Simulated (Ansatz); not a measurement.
A nudged elastic band was laid between two geometries of C₃H₇ClSi (12 atoms, charge 0, multiplicity 1).

These are results of Ansatz, RKS PBE/6-31G, not measurements.

```json
{
 "movable images": "8",
 "climbing image": "no",
 "spring": "5.0 eV/Å²",
 "optimiser": "quadratic models (default)",
 "start path": "through a guess of the saddle point",
 "force threshold": "0.05 eV/Å",
 "iteration limit": "54",
 "end points": "relaxed"
}
```

First end point:

```xyz
12
Properties=species:S:1:pos:R:3
Si -1.785 0.508 0.064
C -0.263 -0.450 -0.683
C 1.045 0.130 -0.219
C 1.878 -0.504 0.621
Cl 3.441 0.236 1.195
H -1.655 1.988 -0.231
H -1.839 0.311 1.563
H -3.075 -0.002 -0.549
H -0.346 -0.392 -1.785
H -0.357 -1.514 -0.402
H 1.308 1.131 -0.585
H 1.726 -1.497 1.045
```

Last end point:

```xyz
12
Properties=species:S:1:pos:R:3
Si -1.786 0.505 0.043
C -0.182 -0.186 -0.818
C 1.062 0.169 -0.048
C 1.805 -0.733 0.611
Cl 3.288 -0.271 1.563
H -2.998 0.261 -0.836
H -1.644 1.995 0.272
H -1.998 -0.176 1.377
H -0.144 0.240 -1.838
H -0.294 -1.280 -0.922
H 1.349 1.227 -0.022
H 1.621 -1.807 0.654
```

Q: What changes between the two ends?

A: No bond is made or broken. The dihedral H8–Si1–C2–C3 goes from 174 to -66°. The two ends are copies of one structure, up to a mirror image or an exchange of like atoms.

Q: Give the energies along the band, and the barrier.

A: The forces met the threshold. The highest image is number 5 of 0 to 9, 1.5 kcal/mol above the ends, which have the same energy within 2 meV. No image climbed, so the highest image needn't sit at the top of the path. Limits of this set-up: no polarisation functions.

| image | path coordinate (Å) | energy (kcal/mol) | dihedral H8–Si1–C2–C3 (°) |
| --- | --- | --- | --- |
| 0 | 0.00 | 0.0 | 174 |
| 1 | 0.50 | 0.2 | -174 |
| 2 | 1.00 | 0.6 | -161 |
| 3 | 1.50 | 1.1 | -148 |
| 4 | 2.00 | 1.4 | -134 |
| 5 | 2.51 | 1.5 | -120 |
| 6 | 3.01 | 1.1 | -106 |
| 7 | 3.51 | 0.6 | -93 |
| 8 | 4.01 | 0.2 | -79 |
| 9 | 4.51 | 0.0 | -66 |

Q: What is the geometry of the highest image?

A: 
```xyz
12
Properties=species:S:1:pos:R:3
Si -1.810 0.522 0.029
C -0.198 -0.256 -0.765
C 1.065 0.165 -0.063
C 1.854 -0.691 0.604
Cl 3.368 -0.158 1.467
H -2.555 1.370 -0.983
H -1.447 1.395 1.209
H -2.741 -0.572 0.509
H -0.173 0.060 -1.825
H -0.311 -1.354 -0.754
H 1.333 1.228 -0.101
H 1.692 -1.765 0.707
```

The run took 3.1 min on 1 CPU thread of a shared host.
